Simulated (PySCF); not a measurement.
**CAlCl2F3: core ionisation energies**

AlCl2(CF3), CAlCl2F3.
Structure used (PBE0-D3(BJ)/def2-SVP), in Å, numbered top down from 1:
```xyz
7
CAlCl2F3 angstrom
Al     0.6111    0.8740   -0.0547
Cl     2.6810    0.8234    0.1390
Cl    -0.4047    2.6535   -0.4030
C     -0.4850   -0.8052    0.0542
F      0.1536   -1.8334    0.6279
F     -0.8466   -1.2058   -1.1803
F     -1.6176   -0.6084    0.7484
```

Theory: delta-SCF UKS SCAN, pcX-2 on the ionised atom, pcseg-1 elsewhere, spin-free X2C in PySCF. Each binding energy is the total energy of the core-ionised species, with the hole localised on one atom, minus that of the ground state; both are solved self-consistently, so orbital relaxation is included.

Question: List the computed XPS lines with their assignment.

Answer: 
```csv
atom(s),environment,level,binding energy (eV),2p1/2 (eV),count
Cl2/Cl3,chlorine bonded to Al,Cl 1s,2829.25,–,2
Al1,aluminium bonded to C and 2 Cl,Al 1s,1569.43,–,1
F5/F6/F7,fluorine bonded to C,F 1s,694.09,–,3
C4,carbon bonded to Al and 3 F,C 1s,297.65,–,1
Cl2/Cl3,chlorine bonded to Al,Cl 2p3/2,206.66,208.31,2
```

Question: What is the longest wavelength that can ionise C 1s of C4 vertically?

Answer: λ = hc/E = 12398.42 eV Å / 297.65 eV = 41.654 Å.

Question: Give the binding energy of C 1s of C4 in hartree and in kJ/mol.

Answer: 297.65 eV = 10.9384 Eh = 28719 kJ/mol.

One atom of each set of topologically equivalent atoms was ionised and stands for the set; in this conformer not all members are related by symmetry, and their own values weren't computed. The 2p values aren't plain energy differences: one relaxed spin-free 2p hole is combined with a matrix within the shell (ground-state 2p orbital-energy differences and spin–orbit coupling). 2p3/2, the mean of its two sublevels, lies a third of the splitting below the shell's mean and 2p1/2 two thirds above it; the statistical areas are 2:1. 2p1/2 minus 2p3/2 (ligand field included): Cl 1.65 eV. Isolated species at its PBE0-D3(BJ)/def2-SVP geometry, gas phase.
